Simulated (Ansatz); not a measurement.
(HCd-mu-OH)2 (Cd₂O₂H₄). The state is a singlet with charge 0. Geometry B3LYP-D4/def2-SVP, basis def2-TZVP, Ansatz.

```xyz
8

Cd   -1.5655    0.7069    0.0157
H    -3.0887    1.3924    0.0309
O    -0.3555   -0.7658   -1.0017
Cd    1.5657   -0.7063   -0.0162
H     3.0883   -1.3932   -0.0301
O     0.3558    0.7663    1.0011
H    -0.6173   -1.3292   -1.7373
H     0.6172    1.3288    1.7375
```

```
run  HOMO (eV)  LUMO (eV)
  A      -6.39      -1.56
  B      -6.41      -1.47
  C      -9.94       0.92
  D      -6.86      -1.55
  E      -6.49      -1.58
  F      -6.85      -1.21
```

In the def2 sets Cd takes a core potential; there is no spin–orbit coupling.

Task: The runs used B97M-V, BLYP, PBE, r2SCAN, revPBE, ωB97M-V. Estimate which is which.

Result: A BLYP (0 % exact exchange); B revPBE (0 % exact exchange); C ωB97M-V (range-separated); D B97M-V (0 % exact exchange); E PBE (0 % exact exchange); F r2SCAN (0 % exact exchange). Exact exchange lowers occupied and raises empty levels; among semilocal functionals meta-GGAs tend to open the gap a little, and such runs are hard to tell apart. The gap grows from 4.83 eV (BLYP) to 10.87 eV (ωB97M-V).
